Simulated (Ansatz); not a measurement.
Geometry optimisation, RKS PBE0-D4/def2-mTZVP (Ansatz 0.2.0).

Input:

```yaml
crystal:
  periodic: [false, false, false]
  atoms:
    - { symbol: B, position_ang: [0.2328, -0.2132, -0.2066] }
    - { symbol: C, position_ang: [-0.0117, 1.3268, 0.7788] }
    - { symbol: C, position_ang: [-1.3304, 0.6448, 0.8912] }
    - { symbol: H, position_ang: [-1.1644, -0.5799, 0.2575] }
    - { symbol: C, position_ang: [0.0235, -0.1028, -1.7812] }
    - { symbol: C, position_ang: [1.1818, -1.2778, 0.4972] }
    - { symbol: H, position_ang: [-0.0023, 2.2566, 0.2308] }
    - { symbol: H, position_ang: [0.5632, 1.3679, 1.6907] }
    - { symbol: H, position_ang: [-2.1333, 1.086, 0.3166] }
    - { symbol: H, position_ang: [-1.6452, 0.3321, 1.8781] }
    - { symbol: H, position_ang: [-0.7253, 0.6333, -2.0649] }
    - { symbol: H, position_ang: [-0.274, -1.0536, -2.2237] }
    - { symbol: H, position_ang: [0.9521, 0.1882, -2.2671] }
    - { symbol: H, position_ang: [1.0539, -2.2895, 0.1147] }
    - { symbol: H, position_ang: [1.0596, -1.3162, 1.5768] }
    - { symbol: H, position_ang: [2.2195, -1.0028, 0.3111] }
basis:
  gaussian: { orbitals: def2-mTZVP }
hamiltonian:
  xc: pbe0
  dispersion: d4
relax:
  f_tol: 0.15
  max_steps: 25
  restrain:
    - { distance: [0, 3], at: 2.45, k: 30.0 }
    - { distance: [0, 1], at: 1.6, k: 30.0 }
    - { distance: [2, 3], at: 1.07, k: 30.0 }
```

Command:

```bash
$ ansatz run input.yaml --threads 4 --pin off --max-ram 5120MiB --backend cpu --events-out ev --progress --plain --runs-dir out
```

Problem. Where does it end, and by what steps?

Solution. It converged. The restraints hold the end off the free minimum. After 7 steps the energy has fallen by 1.469 eV (the restraints' own energy left out); H4 moved furthest, 0.95 Å.

```json
{"step": "0", "energy less start (eV)": "0.0000", "largest force component (eV/Å)": "2.707", "accepted": "yes"}
{"step": "1", "energy less start (eV)": "-0.6012", "largest force component (eV/Å)": "2.331", "accepted": "yes"}
{"step": "2", "energy less start (eV)": "-0.9055", "largest force component (eV/Å)": "2.192", "accepted": "yes"}
{"step": "3", "energy less start (eV)": "-1.2045", "largest force component (eV/Å)": "1.333", "accepted": "yes"}
{"step": "4", "energy less start (eV)": "-1.3748", "largest force component (eV/Å)": "0.548", "accepted": "yes"}
{"step": "5", "energy less start (eV)": "-1.4233", "largest force component (eV/Å)": "0.352", "accepted": "yes"}
{"step": "6", "energy less start (eV)": "-1.4520", "largest force component (eV/Å)": "0.363", "accepted": "yes"}
{"step": "7", "energy less start (eV)": "-1.4693", "largest force component (eV/Å)": "0.438", "accepted": "yes"}
```

```xyz
16
Properties=species:S:1:pos:R:3
B 0.457 -0.104 -0.242
C -0.061 1.054 0.711
C -1.516 0.612 0.972
H -1.559 -0.462 1.115
C 0.138 -0.061 -1.778
C 1.280 -1.292 0.363
H -0.064 2.050 0.258
H 0.481 1.103 1.659
H -2.151 0.853 0.117
H -1.942 1.086 1.859
H -0.648 0.645 -2.061
H -0.095 -1.039 -2.208
H 1.052 0.272 -2.289
H 1.149 -2.249 -0.149
H 1.138 -1.440 1.435
H 2.341 -1.028 0.239
```

The run took 32 s on 4 threads of Arm Neoverse N1 (shared host), peak memory 0.31 GiB.
